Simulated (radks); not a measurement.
Problem. All-electron atom: Fe IV in [Ar] 3d5. Method: non-relativistic Kohn-Sham, PBE, spin-polarised, spherical densities, point nucleus; open shells are filled with parallel spins first; computed with a radial shooting solver on a logarithmic mesh with Libxc functionals. Some entries of the table are withheld. Estimate them.

| orbital | occ. | eigenvalue (hartree) | r(max) (bohr) |
|---|---|---|---|
| 1s down | 1 | -256.1524 | 0.03896 |
| 1s up | 1 | -256.1518 | 0.03896 |
| 2s up | 1 | -31.04524 | 0.2253 |
| 2s down | 1 | -30.94483 | 0.2251 |
| 2p up | 3 | -26.97139 | 0.1811 |
| 2p down | 3 | -26.89660 | 0.1809 |
| 3s up | 1 | -4.81743 | 0.7060 |
| 3s down | 1 | -4.59583 | 0.7074 |
| 3p up | 3 | (1) | 0.7126 |
| 3p down | 3 | (2) | 0.7148 |
| 3d up | 5 | -1.67016 | 0.6904 |
| 3d down | 0 | -1.46312 | 0.7008 |

Solution. 
(1) 3p up eigenvalue (hartree): -3.62122
(2) 3p down eigenvalue (hartree): -3.40320
